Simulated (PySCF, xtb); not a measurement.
CH3FO3W, SMILES C[O][W](=[O])(=[O])[F], multiplicity 1. One conformer was computed; it need not be the lowest.

Harmonic wavenumbers (cm⁻¹) from xtb with GFN2-xTB at its own minimum, in rising order: 39, 51, 56, 157, 207, 252, 252, 274, 411, 415, 815, 830, 1082, 1115, 1120, 1381, 1429, 1435, 2866, 2879, 2924.

Task: What does B3LYP-D3(BJ)/def2-SVP (PySCF) give at its own minimum? (The exact figures need the calculation; the answer reports its results.)

Result: 26, 90, 94, 193, 219, 268, 295, 353, 583, 698, 997, 1030, 1164, 1165, 1185, 1465, 1466, 1466, 3023, 3116, 3130. Paired by order, the mean absolute difference is 98 cm⁻¹ and the zero-point energies are 28.6 and 31.5 kcal/mol.
